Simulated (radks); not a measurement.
All-electron atom: the rhodium ion Rh4+ in [Kr] 4d5.

Method: Dirac Kohn-Sham, PBE, spin-unpolarised, spherical densities, finite nucleus; open shells are shared between the two j in proportion to 2j + 1; Fermi nuclear charge, rms radius 4.4945 fm; computed with a radial shooting solver on a logarithmic mesh with Libxc functionals.

Energy parts (eV):
total: -130098.465
kinetic: 135636.638
electron-nucleus: -312771.088
Hartree: 50765.915
exchange-correlation: -3729.931

Orbitals (lengths in bohr, moments of r in powers of bohr):
orbital  occ.  eigenvalue (eV)  <1/r>
1s1/2       2        -23079.90  47.05
2s1/2       2        -3392.240  10.79
2p1/2       2        -3144.841  10.77
2p3/2       4        -3000.231  10.17
3s1/2       2        -650.8166  3.744
3p1/2       2        -554.0018  3.648
3p3/2       4        -529.1045  3.504
3d3/2       4        -357.7767  3.332
3d5/2       6        -352.8636  3.294
4s1/2       2        -134.9940  1.427
4p1/2       2        -105.0579  1.315
4p3/2       4        -100.9451  1.273
4d3/2       2         -54.9020  1.014
4d5/2       3         -54.3640  1.004

The highest occupied level is 4d5/2 at -54.364 eV. For comparison, the ionisation energy in NIST's Atomic Spectra Database is 63 eV (theoretical). In exact Kohn-Sham theory the highest level is minus the ionisation energy, but local and semilocal functionals leave it too shallow, through self-interaction and a potential that decays too fast; potentials with the right tail come closer.

Beside tabulated values, note that spin-unpolarised runs miss the spin-polarisation part of the exchange energy of open shells.
